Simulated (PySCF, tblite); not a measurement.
Isomers of C2H9ClOSi2, one GFN2-xTB conformer each. Single-point energies are computed at PBE0/pcSseg-1 (PySCF, gas phase, no added dispersion term), electronic only.

| SMILES | GFN2-xTB relative energy (kJ/mol) |
| --- | --- |
| C[SiH2]O[Si@@H](C)Cl | 0.0 |
| COC[SiH2][SiH2]Cl | 337.4 |

Conformers: `[CH3:1][SiH2:2][O:3][Si@@H:4]([CH3:5])[Cl:6]` with C1–Si2–O3–Si4 -26°, Si2–O3–Si4–C5 -141°; `[CH3:1][O:2][CH2:3][SiH2:4][SiH2:5][Cl:6]` with C1–O2–C3–Si4 177°, O2–C3–Si4–Si5 -39°, C3–Si4–Si5–Cl6 -63°.

Task: What does PBE0/pcSseg-1 give for the same structures?

Result: 
| SMILES | PBE0/pcSseg-1 E (Eh) | PBE0/pcSseg-1 (kJ/mol) | GFN2-xTB (kJ/mol) | point group |
| --- | --- | --- | --- | --- |
| C[SiH2]O[Si@@H](C)Cl | -1195.55903 | 0.0 | 0.0 | C1 |
| COC[SiH2][SiH2]Cl | -1195.42206 | 359.6 | 337.4 | C1 |

Both levels put the same isomer lowest. As drawn, the lower has an Si–O bond, which the higher lacks; the higher has an Si–Si bond, which the lower lacks.

Task: Which frontier levels, dipoles and rotational constants go with these structures?

Result: 
```tsv
SMILES	HOMO (eV, PBE0/pcSseg-1)	LUMO (eV)	dipole (D)	A, B, C (MHz)
C[SiH2]O[Si@@H](C)Cl	-8.35	0.76	1.04	2634, 1135, 857.7
COC[SiH2][SiH2]Cl	-7.72	-0.36	2.22	2257, 1100, 868.4
```

Task: What happens when harmonic zero-point energies from GFN2-xTB frequencies are added?

Result: 
```json
{"SMILES": "C[SiH2]O[Si@@H](C)Cl", "ZPE (kJ/mol)": "273.0", "electronic (kJ/mol)": "0.0", "with ZPE (kJ/mol)": "0.0"}
{"SMILES": "COC[SiH2][SiH2]Cl", "ZPE (kJ/mol)": "267.4", "electronic (kJ/mol)": "359.6", "with ZPE (kJ/mol)": "354.0"}
```

The zero-point energies span 5.6 kJ/mol. The order is unchanged.
